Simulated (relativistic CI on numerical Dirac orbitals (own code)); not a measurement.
Calculated at this level of theory: Dirac-Coulomb-Breit CI, orbitals from a KLI potential per configuration, QED by a radiative potential, unscaled Slater integrals (own radial code, finite nucleus).

Configuration list (outside the closed core [Ne]): 3s2 3p6, 3s2 3p5 3d, 3s 3p6 3d, 3s2 3p5 4s, 3s2 3p5 4p, 3s2 3p5 4d, 3s 3p6 4s, 3p6 3d 4p, 3s2 3p5 4f, 3s 3p6 4p, 3s 3p6 4d, 3s 3p6 4f, 3s2 3p5 5s, 3s2 3p5 5p, 3s2 3p5 5d, 3s2 3p5 5f, 3s2 3p5 5g, 3s 3p6 5s, 3s 3p6 5p, 3s2 3p5 6s, 3s 3p6 5d, 3s2 3p5 6p, 3p6 3d2, 3p5 3d3, 3p5 3d2 4s, 3p5 3d2 4p, 3p5 3d2 4d, 3p6 3d 4s, 3p5 3d 4s2, 3p5 3d 4s 4p, 3p5 3d 4s 4d. Double excitations out of closed p, d and f shells are left out; levels of such configurations are missing from the list, as are those of other unlisted configurations, and high levels can miss mixing partners. These lack a partner that the ground configuration has and come out too high: 3s2 3p5 4f, 3s2 3p5 5s, 3s2 3p5 5p, 3s2 3p5 5d, 3s2 3p5 5f.

At this charge energies of transitions that change n are usually good to better than 1 %, and those within a shell (Δn = 0) to a few per cent.

Outline of the computed level scheme of Zr XXIII. Lowest level of each configuration: 3s2 3p6 1S_0 at 0.000 eV; 3s2 3p5 3d 3P°_0 at 102.949 eV; 3s 3p6 3d 3D_1 at 214.423 eV; 3p6 3d2 3F_2 at 436.132 eV; 3s2 3p5 4s 3P°_2 at 502.590 eV; 3s2 3p5 4p 3S_1 at 531.076 eV; 3p5 3d3 5D°_2 at 533.481 eV.

Some strong electric-dipole decays among the lowest 45 levels: 3s2 3p5 4s 1P°_1 → 3s2 3p6 1S_0 (8.7e+11 s⁻¹); 3s2 3p5 3d 1P°_1 → 3s2 3p6 1S_0 (6.8e+11 s⁻¹); 3s2 3p5 4s 3P°_1 → 3s2 3p6 1S_0 (5.7e+11 s⁻¹); 3s2 3p5 4p 3D_3 → 3s2 3p5 3d 3F°_4 (3.5e+11 s⁻¹); 3s2 3p5 4p 3D_2 → 3s2 3p5 3d 3F°_3 (3.4e+11 s⁻¹); 3s2 3p5 4p 3S_1 → 3s2 3p5 3d 3P°_1 (2.1e+11 s⁻¹); 3s2 3p5 4p 3S_1 → 3s2 3p5 3d 3P°_2 (1.6e+11 s⁻¹); 3s2 3p5 4p 3S_1 → 3s2 3p5 3d 3P°_0 (1.0e+11 s⁻¹).

LS names give the leading component of a level, which can be under half, so a name can repeat, a term be missing and a line seem to break the LS rules.
